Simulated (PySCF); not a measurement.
Species: C3H4BrF.
Numbering: `[CH2:1]=[C:2]([Br:3])[CH2:4][F:5]` (hydrogens: H6, H7 on C1; H8, H9 on C4)

Structure used (PBE0-D3(BJ)/def2-SVP), in Å, numbered top down from 1:
```xyz
9
C3H4BrF angstrom
C      1.5381    0.0593   -0.5151
C      0.2700    0.2433   -0.1644
Br    -0.3960    1.9297    0.3709
C     -0.7832   -0.8220   -0.1414
F     -0.2669   -2.0249   -0.5255
H      1.8578   -0.9415   -0.8138
H      2.2643    0.8730   -0.5137
H     -1.6087   -0.5444   -0.8208
H     -1.2003   -0.9117    0.8773
```

Level of theory: PySCF, TDDFT CAM-B3LYP/def2-SVPD, vertical, gas phase, core orbitals frozen in the response. The CAM-B3LYP/def2-SVPD calculation is non-relativistic and has no spin–orbit coupling, an omission that weighs most on bromine.

Kohn–Sham orbitals with the atoms that hold most of them (Löwdin shares over 4%, at most four atoms; ? is withheld):

```csv
orbital,ε (eV),atoms
LUMO+2,1.25,"Br3 26%, C4 20%, C1 16%, H9 7%"
LUMO+1,0.69,"Br3 69%, C2 18%"
LUMO,0.64,"C2 31%, C1 30%, Br3 13%, H7 7%"
HOMO,-8.87,?
HOMO-1,-9.99,?
HOMO-2,-10.85,"Br3 42%, C2 16%, C4 12%, F5 9%"
HOMO-3,-11.74,"Br3 22%, F5 21%, C2 17%, C4 14%"
```

Give the leading atoms of the HOMO.

Br3 (bonded to C) 38%; C1 (bonded to C and 2 H) 27%; C2 (bonded to Br and 2 C) 26%. By element: carbon 53% or more, bromine 38%.

Which atoms hold the HOMO-1, and with what shares?

Br3 (bonded to C) 82%; C2 (bonded to Br and 2 C) 9%.

The HOMO–LUMO gap is 9.51 eV. Where does the response calculation put the lowest singlet, and from which orbitals?

S1 is at 5.81 eV (f = 0.0001), 3.70 eV below the gap, made of HOMO→LUMO+1 (88%). Its leading pair isn't HOMO and LUMO; the energies of that pair differ by 9.56 eV. 

Give energy, strength and leading configuration of S1, S2, S3, S4 and S6, and follow the Löwdin shares of the leading atoms from the occupied to the empty orbital.

- S1 (5.81 eV, f 0.0001), HOMO→LUMO+1 (88%): Br3 38% → 69%, C1 27% → at most 4%, C2 26% → 18%
- S2 (6.65 eV, f 0.251), HOMO→LUMO (95%): Br3 38% → 13%, C1 27% → 30%, C2 26% → 31%
- S3 (6.76 eV, f 0.0064), HOMO-1→LUMO+1 (90%): Br3 82% → 69%, C2 9% → 18%
- S4 (7.11 eV, f 0.0003), HOMO-1→LUMO (97%): Br3 82% → 13%, C2 9% → 31%, C1 at most 4% → 30%
- S6 (7.80 eV, f 0.0000), HOMO-2→LUMO+1 (78%): Br3 42% → 69%, C2 16% → 18%

Löwdin shares depend on the basis, the more so with diffuse functions.

One conformer stands for the species.
